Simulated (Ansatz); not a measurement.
Al(H)(OMe)(SeH) (CH5AlOSe), SMILES C[O][AlH][SeH].

The structure is a stationary point at PBE-D3(BJ)/def2-SVP. Other conformers were not sampled.

Two levels are set side by side: PBE/def2-SVPD (Ansatz, a program for electronic structure) and PBE0/def2-SVPD (Ansatz). Energy differences of separate SCF runs at the same geometry; the states with an electron removed or added have multiplicity 2 and 2. Differences are taken from unrounded values.

```json
[
 {"quantity": "vertical ionisation energy (eV)", "PBE0": "9.42"},
 {"quantity": "vertical singlet–triplet gap (eV)", "PBE0": "5.05"}
]
```

Question: What does PBE give, and how far is it from PBE0? (The exact figures need the calculation; the answer reports its results.)

Answer: 
| quantity | PBE | PBE minus PBE0 |
|---|---|---|
| vertical ionisation energy (eV) | 9.08 | -0.35 |
| vertical singlet–triplet gap (eV) | 4.73 | -0.32 |
